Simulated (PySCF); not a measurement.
SMILES P([SiH2]OC(C)(C)C)[SiH3], C$_{4}$H$_{15}$OPSi$_{2}$

Molfile (atoms numbered from 1):
```
C4H15OPSi2
     RDKit          3D

 23 22  0  0  0  0  0  0  0  0999 V2000
   -2.0033    0.4213    1.3048 C   0  0  0  0  0  0  0  0  0  0  0  0
   -1.6126   -0.0726   -0.0868 C   0  0  0  0  0  0  0  0  0  0  0  0
   -2.4820    0.5975   -1.1539 C   0  0  0  0  0  0  0  0  0  0  0  0
   -1.7447   -1.5922   -0.1688 C   0  0  0  0  0  0  0  0  0  0  0  0
   -0.2812    0.3115   -0.3653 O   0  0  0  0  0  0  0  0  0  0  0  0
    1.1208   -0.0640    0.3150 Si  0  0  0  0  0  4  0  0  0  0  0  0
    2.5119    1.2424   -0.8254 P   0  0  0  0  0  0  0  0  0  0  0  0
    4.4046    0.5783    0.1211 Si  0  0  0  0  0  4  0  0  0  0  0  0
   -1.8282    1.4915    1.3767 H   0  0  0  0  0  0  0  0  0  0  0  0
   -1.4019   -0.0801    2.0584 H   0  0  0  0  0  0  0  0  0  0  0  0
   -3.0537    0.2204    1.4964 H   0  0  0  0  0  0  0  0  0  0  0  0
   -2.1734    0.2659   -2.1420 H   0  0  0  0  0  0  0  0  0  0  0  0
   -2.3620    1.6764   -1.1006 H   0  0  0  0  0  0  0  0  0  0  0  0
   -3.5286    0.3471   -1.0048 H   0  0  0  0  0  0  0  0  0  0  0  0
   -2.7833   -1.8864   -0.0466 H   0  0  0  0  0  0  0  0  0  0  0  0
   -1.1496   -2.0602    0.6109 H   0  0  0  0  0  0  0  0  0  0  0  0
   -1.3889   -1.9413   -1.1346 H   0  0  0  0  0  0  0  0  0  0  0  0
    1.4340   -1.4977    0.2133 H   0  0  0  0  0  0  0  0  0  0  0  0
    1.2034    0.2794    1.7399 H   0  0  0  0  0  0  0  0  0  0  0  0
    2.6182    0.4156   -1.9238 H   0  0  0  0  0  0  0  0  0  0  0  0
    4.4745    1.1980    1.4428 H   0  0  0  0  0  0  0  0  0  0  0  0
    4.5202   -0.8741    0.2795 H   0  0  0  0  0  0  0  0  0  0  0  0
    5.5012    1.0500   -0.7234 H   0  0  0  0  0  0  0  0  0  0  0  0
  1  2  1  0
  2  3  1  0
  2  4  1  0
  2  5  1  0
  5  6  1  0
  6  7  1  0
  7  8  1  0
  1  9  1  0
  1 10  1  0
  1 11  1  0
  3 12  1  0
  3 13  1  0
  3 14  1  0
  4 15  1  0
  4 16  1  0
  4 17  1  0
  6 18  1  0
  6 19  1  0
  7 20  1  0
  8 21  1  0
  8 22  1  0
  8 23  1  0
M  END
```

Computed with GIAO HF/pcSseg-1 magnetisability, rotational g tensor and spin-rotation constants, non-relativistic, gas phase in PySCF. Geometry: GFN2-xTB.

(1) How diamagnetic is it, and how anisotropic?

(2) Split it along the inertial axes a, b, c into diamagnetic and paramagnetic parts about the centre of mass, with the quadrupole moment.

(3) And the rotational g tensor?

Answers

(1) Isotropic -1920 × 10⁻³⁰ J/T², or -115.6 × 10⁻⁶ cm³/mol; principal values -1988, -1908, -1864 × 10⁻³⁰ J/T², anisotropy 109 × 10⁻³⁰ J/T² (root of half the summed squared differences of the principal values). The susceptibility is in cgs units.

(2) 
| axis | χ (10⁻⁶ cm³/mol) | diamagnetic (10⁻⁶ cm³/mol) | paramagnetic (10⁻⁶ cm³/mol) | summed x² of all electrons (Å²) | quadrupole Θ (D Å) |
| --- | --- | --- | --- | --- | --- |
| a | -118.8 | -605.1 | 486.3 | 587.6 | +6.59 |
| b | -114.0 | -2745.5 | 2631.5 | 83.0 | -5.76 |
| c | -114.1 | -2845.1 | 2730.9 | 59.6 | -0.82 |

Anisotropies 2χaa − χbb − χcc = -9.4 and 2χbb − χaa − χcc = +5.0 × 10⁻⁶ cm³/mol. Θ is traceless in Buckingham's convention.

(3) 
```tsv
axis	rotational constant (GHz)	g	nuclear part	electronic part
a	2.9739	-0.0299	0.6495	-0.6794
b	0.4717	-0.0042	0.5790	-0.5832
c	0.4527	-0.0046	0.5763	-0.5808
```
Asymmetric top; isotopes 12C, 1H, 16O, 31P, 28Si; no vibrational averaging.
